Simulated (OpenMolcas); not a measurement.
Pd2+ in CaF2

Pd2+ with its 8 nearest fluoride ions at 2.323 Å, on the Ca site of CaF2 (a = 5.46294 Å, distance in the model lattice 2.366 Å). The rest of the host is ab initio model potentials to 7.6 Å and point charges beyond; the distance is set by hand and nothing relaxes. Ligand basis ANO-RCC-VDZP.
```
Pd    0.0000    0.0000    0.0000
F     1.3412    1.3412    1.3412
F     1.3412    1.3412   -1.3412
F     1.3412   -1.3412    1.3412
F     1.3412   -1.3412   -1.3412
F    -1.3412    1.3412    1.3412
F    -1.3412    1.3412   -1.3412
F    -1.3412   -1.3412    1.3412
F    -1.3412   -1.3412   -1.3412
```

```json
{"Program": "OpenMolcas", "Method": "CASSCF", "Basis": "ANO-RCC-VTZP [7s6p4d2f1g]", "Scalar Hamiltonian": "DKH2, point nucleus", "Active space": "8 electrons in 5 orbitals (4d)", "State averaging": "2S+1 = 3 even, 10 roots; 2S+1 = 1 even, 15 roots", "Spin-orbit coupling": "state interaction with AMFI integrals over the reference wave functions"}
```

The lowest spin-free states (labels of O, the rotations of Oh), above the lowest:

```
State  Degeneracy  E (cm-1)  Free-ion L (%)
  3T1           3       0.0          F (98)
  3T2           3      5376         F (100)
  3A2           1     11642         F (100)
  1T2           3     13110          D (83)
   1E           2     13743          D (68)
  3T1           3     18145          P (98)
  1T2           3     21279          G (83)
  1A1           1     23367          G (94)
  1T1           3     23489         G (100)
   1E           2     27014          G (68)
  1A1           1     50690          S (94)
```

The lowest levels with spin-orbit coupling:

| E (cm-1) | Degeneracy | Label | 2S+1 |
| --- | --- | --- | --- |
| 0.0 | 1 | A1 | 3 |
| 793.3 | 3 | T1 | 3 |
| 2006 | 2 | E | 3 |
| 2808 | 3 | T2 | 3 |
| 7287 | 3 | T2 | 3 |
| 7552 | 3 | T1 | 3 |
| 8150 | 2 | E | 3 |
| 8382 | 1 | A2 | 3 |
| 13603 | 3 | T2 | 3 (71 %) |
| 15340 | 2 | E | 1 (79 %) |
| 16015 | 3 | T2 | 1 (53 %) |
| 20219 | 3 | T2 | 3 (83 %) |
| 20487 | 2 | E | 3 (80 %) |
| 21111 | 3 | T1 | 3 |
| 21330 | 1 | A1 | 3 |
| 23926 | 3 | T2 | 1 |
| 25821 | 1 | A1 | 1 |
| 25846 | 3 | T1 | 1 |
| 29596 | 2 | E | 1 |
| 53345 | 1 | A1 | 1 |

Powder χT (cm3 K/mol): 0.0118 at 2 K, 0.0592 at 10 K, 0.296 at 50 K, 0.592 at 100 K, 1.17 at 200 K, 1.67 at 300 K. The effective moment at 300 K is 2.828 √(χT) = 3.65 μB.

The lowest level has 2S+1 = 3, for which the spin-only value is χT = S(S+1) / 2 = 1.000 cm3 K/mol (g = 2). The computed 1.667 at 300 K differs by +0.667, through orbital momentum, spin-orbit coupling and any other state in reach. With a threefold ground state the orbital momentum is unquenched, so the spin-only value is not expected to hold.

Metal share of the active 4d orbitals (Löwdin): 94, 94, 94, 98, 98 %; Mulliken charge of the metal 1.58.

A least-squares ligand-field fit to the states below 45000 cm-1, each weighted by its degeneracy and with a free common offset, gives 10Dq = -6272 cm-1 (negative for this site), B = 910 cm-1 and C = 3615 cm-1 (C/B = 3.97), with an rms deviation of 36 cm-1.

The same method and metal basis give the free ion B = 953 cm-1 (fit to its terms below 60000 cm-1, rms deviation 8 cm-1), so the nephelauxetic ratio is β = 910 / 953 = 0.95; it hangs on how both fits weigh the states, and computed free-ion B values tend to be too large, so β mixes covalency with correlation.

An orbital triplet at a regular site is open to Jahn-Teller coupling, which can distort the site and quench the lowest spin-orbit gaps and is left out. Without dynamic correlation the repulsion within the d shell is too large (B by tens of per cent), so at a given field states of lower spin stand too high. Real 4d8 and 5d8 ions are as a rule square planar and diamagnetic. With metal d orbitals alone the field can be off either way by tens of per cent. Ligand-to-metal charge-transfer states are missing. With no ligand orbital active B as a rule stays too high, so bands that hang on it stand too high and its fall with covalency is understated. No measured value stands beside these numbers; the geometry was set by hand and not optimised.
